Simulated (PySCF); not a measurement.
These are TPSSh-D3(BJ)/def2-TZVP // TPSS-D3(BJ)/def2-SVP run with PySCF values and carry that method's errors. All species are isolated molecules in the gas phase. One relaxed conformer stands for a flexible species; it need not be the lowest. 

Reference species: [Mo(F)4(OH)2] (neutral, multiplicity 1).

| Property | Value |
|---|---|
| charge on the central atom (Mulliken) | 1.97 e |
| mean distance from the central atom to its bonded neighbours | 1.859 Å |
| LUMO | -4.89 eV |

Changed species: [Mo(F)3(OH)3] (3 of 6 F replaced by OH; the reference has 2 of 6 F replaced by OH).

What does the change do to the charge on the central atom (Mulliken), mean distance from the central atom to its bonded neighbours and LUMO?

the charge on the central atom (Mulliken) falls by 0.09 e, to 1.88 e; the mean distance from the central atom to its bonded neighbours rises by 0.019 Å, to 1.878 Å; the LUMO rises by 0.21 eV, to -4.68 eV.
